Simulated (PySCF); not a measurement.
Which proton of `N#C[SiH2]O` (CH3NOSi) is most acidic?

Parent: `N#C[SiH2]O` (CH3NOSi). Numbering: `[N:1]#[C:2][SiH2:3][OH:4]`

Energies: ωB97X-D3(BJ)/ma-def2-TZVP (PySCF, density fitting, integration grid level 2) on GFN2-xTB structures. Thermal corrections: GFN2-xTB frequencies, unscaled, ideal gas at 298.15 K and 1 bar, quasi-RRHO entropy.

| site | product | ΔH(acid) / kJ/mol | ΔG(acid) / kJ/mol | gas share | above best in water / kJ/mol |
| --- | --- | --- | --- | --- | --- |
| O4 (hydroxyl oxygen) | `N#C[SiH2][O-]` | 1422 | 1392 | > 99.9 % | 0.0 |
| Si3 (silicon) | `N#C[SiH-]O` | 1517 | 1486 | < 0.1 % | 98.5 |

ΔH and ΔG refer to AH → A⁻ + H⁺ in the gas phase. Shares are Boltzmann weights among the listed products; an error of 10 kJ/mol changes a ratio about 56-fold. Sites whose products fell apart, merged with another or lost in a GFN2-xTB screen aren't listed. Values in solvent are IEF-PCM free energies relative to the most favourable product.

Among these, O4 (hydroxyl oxygen) wins by 94 kJ/mol in gas-phase free energy over Si3.

In water the product from O4 is solvated 208 kJ/mol more strongly than the parent (electrostatics only).
